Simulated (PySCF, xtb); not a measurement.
Cd(Br)(SMe) (CH3BrCdS), SMILES [S](C)[Cd][Br].

GFN2-xTB run with xtb at its own geometry gives an orbital gap of 2.33 eV and a dipole moment of 3.28 D.

Coordinates come from a B3LYP-D3(BJ)/def2-SVP optimisation. The structure was generated by enumeration; whether it is a known compound was not checked. The def2 effective core potentials stand for the cores of Cd; spin–orbit coupling is left out. One conformer was computed; it need not be the lowest.

Q: What does r2SCAN/def2-TZVP (PySCF) give? (The exact figures need the calculation; the answer reports its results.)

A: gap 3.55 eV (levels -6.03 and -2.47 eV), dipole 2.33 D.
